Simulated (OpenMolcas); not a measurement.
Cu2+ among 3 point charges of -2 e arranged as a planar triangle (D3h), 1.97 Å from the ion.

| Item | Value |
| --- | --- |
| Program | OpenMolcas |
| Method | CASSCF |
| Basis | ANO-RCC-VDZP [5s4p2d1f] |
| Scalar Hamiltonian | DKH2, point nucleus |
| Active space | 9 electrons in 5 orbitals (3d) |
| State averaging | 2S+1 = 2 even, 5 roots |
| Spin-orbit coupling | state interaction with AMFI integrals over the reference wave functions |

Question: What is the spin-free ground state (labels of D3, the rotations of D3h)?

Answer: 2E, 2-fold in its orbital part, 100 % from free-ion D terms; it has the highest spin that d9 allows.

Question: Where is the first state of the same spin?

Answer: 2E at 7150 cm-1 above the ground state.

Question: What are the lowest two levels with spin-orbit coupling?

Answer: A 2-fold level E1/2 with g = 0.00, 0.00, 5.99, then a 2-fold level E3/2 1611 cm-1 above it. Their leading multiplicities are 2 (100 %) and 2 (100 %).

Question: What is χT at 300 K, and how does it compare with the textbook value?

Answer: The lowest level has 2S+1 = 2, for which the spin-only value is χT = S(S+1) / 2 = 0.375 cm3 K/mol (g = 2). The computed 1.214 at 300 K differs by +0.839, through orbital momentum, spin-orbit coupling and any other state in reach.

An orbital doublet at a regular site is open to a Jahn-Teller distortion, which this geometry leaves out. Point charges carry no covalency, so the field is a model and not that of real ligands. No measured value stands beside these numbers.
